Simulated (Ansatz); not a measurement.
Calculated with Ansatz (gas phase, PBE0-D4/def2-TZVP geometries, no zero-point term in ΔE). CCSD(T)/CBS is the MP2 limit (def2-TZVPP, def2-QZVPP) plus CCSD(T) − MP2 in def2-TZVPP, frozen cores. Functionals use def2-TZVPP. B3LYP here is the variant with VWN-RPA as its local correlation; programs differ in this. Each species was taken in one conformer, which may not be the lowest.

Reaction (substitution at a C–B bond): `CB([SiH3])CF` + `OCS` → `FCOCS` + `CB[SiH3]`

`CB([SiH3])CF`:

```xyz
13

C     1.468   -0.818    0.029
B     0.061   -0.151   -0.061
Si   -0.349    1.650    0.770
C    -1.065   -0.910   -0.824
F    -2.298   -0.270   -0.871
H     1.751   -0.939    1.083
H     2.228   -0.140   -0.378
H     1.564   -1.787   -0.468
H    -1.455    1.525    1.760
H    -0.778    2.615   -0.281
H     0.832    2.230    1.471
H    -1.215   -1.902   -0.371
H    -0.744   -1.102   -1.860
```

`OCS`:

```xyz
7

O     0.532   -1.107    0.194
C     0.148    0.151   -0.301
S    -0.245    1.266    1.048
H     0.695   -1.687   -0.557
H     0.963    0.650   -0.840
H    -0.715    0.077   -0.970
H    -1.376    0.650    1.426
```

`FCOCS`:

Cartesian coordinates in Å:
```
F 0.794 -1.155 1.617
C 1.116 -0.940 0.291
O 0.017 -0.570 -0.433
C -0.451 0.730 -0.132
S -1.676 1.263 -1.321
H 1.477 -1.882 -0.124
H 1.895 -0.166 0.283
H 0.370 1.455 -0.202
H -0.864 0.765 0.877
H -2.678 0.500 -0.856
```

`CB[SiH3]`:

Cartesian coordinates in Å:
```
C -0.120 0.702 1.410
B 0.389 0.577 -0.048
Si -0.038 -0.966 -1.277
H -1.035 1.313 1.298
H 0.529 1.274 2.077
H -0.436 -0.226 1.890
H 1.050 1.471 -0.504
H -0.531 -0.495 -2.603
H -1.037 -1.925 -0.723
H 1.227 -1.723 -1.520
```

Problem. Is it downhill or uphill in electronic energy at CCSD(T)/CBS, and by how much? (Best estimate.)

Solution. Computed: Uphill: ΔE = +42.0 kJ/mol.

Problem. What do these levels give: PBE-D4, r2SCAN-D4, B3LYP-D4, ωB97X-V, ωB97M-V, PBE0, HF/def2-TZVPP, MP2/def2-TZVPP, SCS-MP2/def2-TZVPP, CCSD(T)/def2-TZVPP, SCS-MP2/def2-QZVPP, MP2/CBS(def2)? (Estimate.)

Solution. Computed: PBE-D4 43.2, r2SCAN-D4 40.5, B3LYP-D4 40.1, ωB97X-V 36.3, ωB97M-V 41.1, PBE0 41.2, HF/def2-TZVPP 26.3, MP2/def2-TZVPP 39.4, SCS-MP2/def2-TZVPP 35.1, CCSD(T)/def2-TZVPP 36.5, SCS-MP2/def2-QZVPP 38.4, MP2/CBS(def2) 45.0 kJ/mol.

Largest T1 diagnostic among the species: 0.012.

In def2-TZVPP, CCSD(T) changes the Hartree–Fock value by +10.2 kJ/mol (the triples alone add −0.2 kJ/mol) and MP2 by +13.2 kJ/mol.
